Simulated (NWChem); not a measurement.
Everything below was run with NWChem. System: C₂H₄I, charge 0, spin multiplicity 2, at a geometry optimised with UPBE0/def2-SVP with def2 effective core potentials on I. The structure started from a generated list of species. Its SCF solution wasn't tested for a lower state. Level: evGW0@UPBE/def2-SVPD with def2 effective core potentials on I, RI basis def2-svpd-rifit, 6 cycles, no spin-orbit coupling.

Part of the output:

```
             Northwest Computational Chemistry Package (NWChem) 7.3.0
             --------------------------------------------------------

                                NWChem Input Module
                                -------------------

 Scaling coordinates for geometry "geometry" by  1.889725989
 (inverse scale =  0.529177249)

                             Geometry "geometry" -> ""
                             -------------------------

 Output coordinates in angstroms (scale by  1.889725989 to convert to a.u.)

  No.       Tag          Charge          X              Y              Z
 ---- ---------------- ---------- -------------- -------------- --------------
    1 C                    6.0000    -2.40966900     0.25331800     0.59553500
    2 C                    6.0000    -1.05641700     0.85107500     0.60159200
    3 I                   53.0000     0.56649400    -0.16678200    -0.18312400
    4 H                    1.0000    -3.07531400     0.82819600     1.25932100
    5 H                    1.0000    -2.86760500     0.25863600    -0.41321000
    6 H                    1.0000    -2.40170200    -0.79421700     0.93658600
    7 H                    1.0000    -0.88304300     1.92048900     0.74011400

 Effective nuclear repulsion energy (a.u.)     201.2742374486

            Nuclear Dipole moment (a.u.)
            ----------------------------
        X                 Y               Z
 ---------------- ---------------- ----------------
     0.0000037795     0.0000302356     0.0000018897


 Summary of "ao basis" -> "" (spherical)
 ------------------------------------------------------------------------------
       Tag                 Description            Shells   Functions and Types
 ---------------- ------------------------------  ------  ---------------------
 *                         def2-svpd                  on all atoms

 Summary of "ri basis" -> "" (spherical)
 ------------------------------------------------------------------------------
       Tag                 Description            Shells   Functions and Types
 ---------------- ------------------------------  ------  ---------------------
 *                      def2-svpd-rifit               on all atoms

  pbe96 is a nonlocal functional; adding pw91lda local functional.

                                 NWChem DFT Module
                                 -----------------

 Summary of "ao basis" -> "ao basis" (spherical)
 ------------------------------------------------------------------------------
       Tag                 Description            Shells   Functions and Types
 ---------------- ------------------------------  ------  ---------------------
 C                         def2-svpd                 8       20   4s2p2d
 I                         def2-svpd                13       35   5s5p3d
 H                         def2-svpd                 4        8   2s2p

 Summary of "ao basis" -> "ao basis" (spherical)
 ------------------------------------------------------------------------------
       Tag                 Description            Shells   Functions and Types
 ---------------- ------------------------------  ------  ---------------------
 C                         def2-svpd                 8       20   4s2p2d
 I                         def2-svpd                13       35   5s5p3d
 H                         def2-svpd                 4        8   2s2p

            General Information
            -------------------
          SCF calculation type: DFT
          Wavefunction type:  spin polarized.
          No. of atoms     :     7
          No. of electrons :    41
           Alpha electrons :    21
            Beta electrons :    20
          Charge           :     0
          Spin multiplicity:     2
          Use of symmetry is: off; symmetry adaption is: off
          Maximum number of iterations: 100
          This is a Direct SCF calculation.
          AO basis - number of functions:   107
                     number of shells:    45
          Convergence on energy requested:  1.00D-06
          Convergence on density requested:  1.00D-05
          Convergence on gradient requested:  5.00D-04

              XC Information
              --------------
[...]
@GW        53         13.512           0.000
@GW        54         14.011           0.000
@GW        55         14.111           0.000
@GW        56         14.647           0.000
@GW        57         14.697           0.000
@GW        58         15.753           0.000
@GW        59         15.762           0.000
@GW        60         16.190           0.000
@GW        61         17.498           0.000
@GW        62         18.213           0.000
@GW        63         19.342           0.000
@GW        64         20.487           0.000
@GW        65         20.661           0.000
@GW        66         21.642           0.000
@GW        67         22.916           0.000
@GW        68         24.156           0.000
@GW        69         25.104           0.000
@GW        70         25.552           0.000
@GW        71         26.806           0.000
@GW        72         26.920           0.000
@GW        73         28.896           0.000
@GW        74         29.241           0.000
@GW        75         29.938           0.000
@GW        76         30.196           0.000
@GW        77         31.464           0.000
@GW        78         33.834           0.000
@GW        79         34.550           0.000
@GW        80         36.878           0.000
@GW        81         38.670           0.000
@GW        82         46.070           0.000
@GW        83         46.361           0.000
@GW        84         47.838           0.000
@GW        85         49.640           0.000
@GW        86         51.329           0.000
@GW        87         53.549           0.000
@GW        88         55.614           0.000
@GW        89         56.318           0.000
@GW        90         57.812           0.000
@GW        91         59.327           0.000
@GW        92         61.111           0.000
@GW        93         61.133           0.000
@GW        94         65.429           0.000
@GW        95         65.738           0.000
@GW        96         66.196           0.000
@GW        97         75.008           0.000
@GW        98         76.533           0.000
@GW        99         77.021           0.000
@GW       100         86.186           0.000
@GW       101         88.182           0.000
@GW       102         89.904           0.000
@GW       103         91.513           0.000
@GW       104        520.670           0.000
@GW       105        524.694           0.000
@GW       106        542.382           0.000
@GW       107       1537.161           0.000

                   Beta Orbitals
          State     Energy (eV)     Error (eV)
          -----------------------------------
@GW         1       -291.846           0.000
@GW         2       -291.647           0.000
@GW         3       -204.826           0.000
@GW         4       -145.512           0.000
@GW         5       -145.033           0.000
@GW         6       -145.124           0.000
@GW         7        -56.312           0.000
@GW         8        -56.109           0.000
@GW         9        -56.129           0.000
@GW        10        -55.764           0.000
@GW        11        -55.762           0.000
@GW        12        -22.778           0.000
@GW        13        -20.427           0.000
@GW        14        -17.574           0.000
@GW        15        -14.598           0.000
@GW        16        -13.864           0.000
@GW        17        -13.286           0.000
@GW        18        -11.586           0.000
@GW        19         -9.340           0.000
@GW        20         -9.070           0.000
@GW        21          0.151           0.000
@GW        22          1.858           0.000
@GW        23          2.130           0.000
@GW        24          2.370           0.000
@GW        25          2.612           0.000
@GW        26          2.385           0.000
@GW        27          3.559           0.000
@GW        28          3.964           0.000
@GW        29          4.710           0.000
@GW        30          4.562           0.000
@GW        31          5.173           0.000
@GW        32          5.515           0.000
@GW        33          5.698           0.000
@GW        34          5.991           0.000
@GW        35          6.333           0.000
@GW        36          6.938           0.000
@GW        37          7.252           0.000
@GW        38          8.196           0.000
@GW        39          7.987           0.000
@GW        40          8.463           0.000
@GW        41          8.607           0.000
@GW        42          9.693           0.000
@GW        43         10.140           0.000
@GW        44         10.686           0.000
@GW        45         10.830           0.000
@GW        46         11.434           0.000
@GW        47         11.511           0.000
@GW        48         11.673           0.000
@GW        49         11.970           0.000
@GW        50         12.281           0.000
@GW        51         13.135           0.000
@GW        52         13.370           0.000
@GW        53         13.859           0.000
@GW        54         14.211           0.000
@GW        55         14.275           0.000
@GW        56         14.737           0.000
@GW        57         14.845           0.000
@GW        58         15.855           0.000
@GW        59         15.871           0.000
@GW        60         16.251           0.000
@GW        61         17.538           0.000
@GW        62         18.293           0.000
@GW        63         19.353           0.000
@GW        64         20.531           0.000
@GW        65         20.728           0.000
@GW        66         21.742           0.000
@GW        67         22.997           0.000
@GW        68         24.525           0.000
@GW        69         25.143           0.000
@GW        70         25.924           0.000
@GW        71         26.876           0.000
@GW        72         26.936           0.000
@GW        73         29.075           0.000
@GW        74         29.361           0.000
@GW        75         29.989           0.000
@GW        76         30.322           0.000
@GW        77         31.641           0.000
@GW        78         34.008           0.000
@GW        79         34.742           0.000
@GW        80         37.145           0.000
@GW        81         38.889           0.000
@GW        82         46.560           0.000
@GW        83         46.814           0.000
@GW        84         47.935           0.000
@GW        85         49.710           0.000
@GW        86         52.279           0.000
@GW        87         53.766           0.000
@GW        88         55.694           0.000
@GW        89         57.655           0.000
@GW        90         58.501           0.000
@GW        91         59.382           0.000
@GW        92         61.965           0.000
@GW        93         61.536           0.000
@GW        94         65.682           0.000
@GW        95         66.261           0.000
@GW        96         66.302           0.000
@GW        97         75.797           0.000
@GW        98         76.588           0.000
@GW        99         77.261           0.000
@GW       100         86.347           0.000
@GW       101         88.347           0.000
@GW       102         90.034           0.000
@GW       103         91.581           0.000
@GW       104        520.772           0.000
@GW       105        524.701           0.000
@GW       106        542.366           0.000
@GW       107       1537.170           0.000

     GW Timing Statistics
   ------------------------
   Init.   :          0.0s
     ERIs  :          0.7s
     Distr.:          0.1s
     Vxc   :          0.6s
   Sigma_x :          0.0s
   RPA     :          6.4s
   Wmn     :          7.3s
   Sigma_c :          5.8s
   GW total:         21.1s

 Task  times  cpu:       21.1s     wall:       21.1s

 Total times  cpu:       32.2s     wall:       32.2s
```

### Question
Write an NWChem input that would produce this output.

### Answer
This is not unique; one that fits is 
```
start mol
memory heap 200 mb stack 700 mb global 1700 mb
geometry units angstroms nocenter noautoz noautosym
  C     -2.409669     0.253318     0.595535
  C     -1.056417     0.851075     0.601592
  I      0.566494    -0.166782    -0.183124
  H     -3.075314     0.828196     1.259321
  H     -2.867605     0.258636    -0.413210
  H     -2.401702    -0.794217     0.936586
  H     -0.883043     1.920489     0.740114
end
basis spherical
  * library def2-svpd
end
ecp
  I library def2-ecp
end
basis "ri basis" bse spherical
  * library def2-svpd-rifit
end
dft
  xc xpbe96 cpbe96
  odft
  mult 2
  iterations 100
  direct
  tolerances tight
end
task dft energy
gw
  evgw0 6
  states alpha occ -1 vir -1
  states beta occ -1 vir -1
end
task dft gw
```
